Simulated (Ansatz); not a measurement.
Reaction (substitution at a C–C bond): `CC[Si]C` + `C[O][Ge][SH]` → `C[O][Ge][S]C` + `C[Si]C`

Program: Ansatz. Geometries: PBE0-D4/def2-TZVP. ΔE: electronic, gas phase. CBS: MP2 limit from def2 TZ/QZ plus the TZ coupled-cluster correction, frozen cores. Functionals use def2-TZVPP. B3LYP here is the variant with VWN-RPA as its local correlation; programs differ in this. For Ge outer-core shells are correlated without core-valence functions, which leaves a few kJ/mol of doubt a bond. Scalar relativity is left out up to krypton. Each species was taken in one conformer, which may not be the lowest.

Task: Is it downhill or uphill in electronic energy at CCSD(T)/CBS, and by how much? (An estimate is asked.)

Result: Computed: Downhill: ΔE = -3.3 kJ/mol.

Task: What do these levels give: B3LYP-D4, PBE0, RPA@PBE/def2-TZVPP, HF/def2-TZVPP, CCSD/def2-TZVPP, HF/def2-QZVPP? (Estimate.)

Result: Ansatz gave: B3LYP-D4 -3.3, PBE0 -4.9, RPA@PBE/def2-TZVPP -1.8, HF/def2-TZVPP -3.0, CCSD/def2-TZVPP -1.0, HF/def2-QZVPP -2.5 kJ/mol.

Largest T1 diagnostic among the species: 0.015.

Leaving LDA and LC-ωPBE aside and taking each functional with its dispersion term where it has one, the values, not all of them listed here, spread over 3.8 kJ/mol, from r2SCAN-D4 to CAM-B3LYP-D4. LDA lies +5.8 kJ/mol from PBE without D4. At CCSD(T), def2-SVP lies +9.7 kJ/mol from the extrapolated value and def2-TZVPP +1.2 kJ/mol.
